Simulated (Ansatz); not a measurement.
Relaxation of a periodic cell of 13 atoms, Zn₁₂Cu (host Zn, host structure hcp, interstitial Cu), to a largest force component of 0.08 eV/Å in at most 25 steps.

Theory: DFT PBE, scalar-relativistic, plane waves, PAW (Ansatz 0.2.0). Settings: accuracy low, cutoff 420 eV, k mesh 2x2x2, fermi-dirac smearing 0.15 eV, no spin polarisation.

```xyz
13
Lattice="5.3200 0.0000 0.0000 -3.9900 6.9109 0.0000 0.0000 0.0000 4.9370" Properties=species:S:1:pos:R:3
Zn 0.000 0.000 0.000
Zn 0.000 1.536 2.468
Zn -1.330 2.304 0.000
Zn -1.330 3.839 2.468
Zn -2.660 4.607 0.000
Zn -2.660 6.143 2.468
Zn 2.660 0.000 0.000
Zn 2.660 1.536 2.468
Zn 1.330 2.304 0.000
Zn 1.330 3.839 2.468
Zn 0.000 4.607 0.000
Zn 0.000 6.143 2.468
Cu 1.344 0.763 1.250
```

Q: Where does it end, and by what steps?

A: It converged. The threshold is loose, so the end isn't yet a minimum. The force dipped under the threshold on the way, but the program's further checks kept it going. Limits of this set-up: coarse k mesh, low accuracy level. After 18 steps the energy has fallen by 6.413 eV; Zn8 moved furthest, 1.36 Å. Parted: Zn2–Zn4, Zn3–Zn7, Zn6–Zn8, Zn7–Zn9, Zn10–Zn12. Joined: Zn2–Zn7, Zn3–Zn12, Zn4–Zn7, Zn4–Zn9, Zn5–Zn8.

```
step  energy less start (eV)  largest force component (eV/Å)  accepted
   0                  0.0000                           5.487       yes
   1                 -4.2962                           1.637       yes
   2                 -5.1012                           0.584       yes
   3                 -5.4431                           0.206       yes
   4                 -5.5403                           0.119       yes
   5                 -5.6058                           0.190       yes
   6                 -5.6874                           0.120       yes
   7                 -5.7704                           0.154       yes
   8                 -5.8212                           0.188       yes
   9                 -5.8634                           0.246       yes
  10                 -5.9955                           0.260       yes
  11                 -6.1145                           0.217       yes
  12                 -6.2134                           0.081       yes
  13                 -6.2450                           0.077       yes
  14                 -6.2894                           0.118       yes
  15                 -6.3589                           0.130       yes
  16                 -6.3937                           0.233       yes
  17                 -6.4131                           0.042       yes
  18                 -6.4131                           0.042       yes
```

```xyz
13
Lattice="5.3200 0.0000 0.0000 -3.9900 6.9109 0.0000 0.0000 0.0000 4.9370" Properties=species:S:1:pos:R:3
Zn -0.340 0.102 -0.035
Zn 0.602 0.848 2.698
Zn -1.228 2.425 1.315
Zn -0.830 4.288 3.023
Zn -3.096 4.330 -0.561
Zn -2.731 5.585 1.668
Zn 2.338 -0.549 -0.737
Zn 3.190 1.921 3.657
Zn 0.445 2.602 -0.529
Zn 1.494 3.315 2.041
Zn -0.153 4.762 0.598
Zn -0.336 6.753 2.125
Cu 1.989 1.240 0.798
```

Whether the end is a true minimum wasn't checked by a vibrational analysis.

Time of the run: 2.1 min on 1 thread of Arm Neoverse V2, with other jobs on the host, peak memory 0.5 GiB.
